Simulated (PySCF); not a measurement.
# How methods differ on the electron affinity of Ge

Ge⁻ [Ar] 3d10 4s2 4p3 [4p1/2^2 4p3/2^1, M_J = 3/2] → Ge [Ar] 3d10 4s2 4p2 [4p1/2^2, M_J = 0], as a difference of total energies. Calculation: PySCF 2.14, in x2c-TZVPPall-2c with one added diffuse shell each of s, p, d type (7s8p5d1f, 63 functions); the two-component X2C-1e Hamiltonian. Correlated levels: [Ar] frozen; the 6 highest virtual spinors dropped. "Screened" scales the spin-orbit matrix elements by Boettger's factors to mimic the two-electron term; Breit and QED terms are absent.

```
                        method  electron affinity (eV)
     GHF (screened spin-orbit)                   0.854
    GMP2 (screened spin-orbit)                   1.266
   GCCSD (screened spin-orbit)                   1.220
GCCSD(T) (screened spin-orbit)                   1.252
```

Q: How much does correlation contribute at GCCSD(T) (screened spin-orbit)?

A: 1.252 − (0.854) = 0.398 eV, measured against GHF (screened spin-orbit).

Errors of the correlated levels include the incompleteness of this basis and the frozen core.

The labels give the starting determinants; with spin-orbit coupling the two ends relaxed to ⟨J²⟩ = 3.75, ⟨L²⟩ = 0.01, ⟨S²⟩ = 3.75 and ⟨J²⟩ = 1.72, ⟨L²⟩ = 2.01, ⟨S²⟩ = 1.99.

The determinant of Ge mixes levels of different J (the jj label is only the starting occupation), so the difference between spin-free and spin-orbit rows is not the physical spin-orbit shift.

For comparison: 1.233 eV (measured; photodetachment measurements, as compiled on the Wikipedia data page of electron affinities).
